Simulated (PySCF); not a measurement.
**Pb(SH)4 at several levels of theory**

Computed with PySCF 2.14.0 (density fitting, no spin-orbit coupling) at the geometry relaxed with PBE0:

```xyz
9
Pb(SH)4 (singlet)
Pb    0.0000    0.0000   -0.0002
S     1.4679    1.5424    1.3317
H     2.5140    0.6887    1.2538
S    -1.4679   -1.5424    1.3317
H    -2.5140   -0.6887    1.2538
S     1.5427   -1.4674   -1.3323
H     0.6873   -2.5124   -1.2578
S    -1.5427    1.4674   -1.3323
H    -0.6873    2.5124   -1.2578
```

```
level                                           basis    state  HOMO (eV)  gap (eV)  charge on Pb1 (e)  dipole about the centre of mass (D)  largest force component (eV/Å)
 PBE0  Pb def2-SVP with ECP60, S def2-SVP, H def2-SVP  singlet      -7.54      4.17               0.57                                 0.00                            0.01
TPSSh                                        the same  singlet      -6.92      3.14               0.59                                 0.00                            0.16
```

Charges are Mulliken's, which hang on the basis. The relaxation used the grid (50, 194), these runs (75, 302) or, all-electron (x2c bases, spin-free X2C Hamiltonian), (99, 590).

(1) What does revPBE with Pb def2-SVP with ECP60, S def2-SVP, H def2-SVP give here?

## Answers

(1) state singlet, HOMO (eV) -6.21, gap (eV) 2.25, charge on Pb1 (e) 0.52, dipole about the centre of mass (D) 0.00, largest force component (eV/Å) 0.51. Time: 13 s on 2 threads of Arm Neoverse V1, with other jobs on the host, from an already converged density.
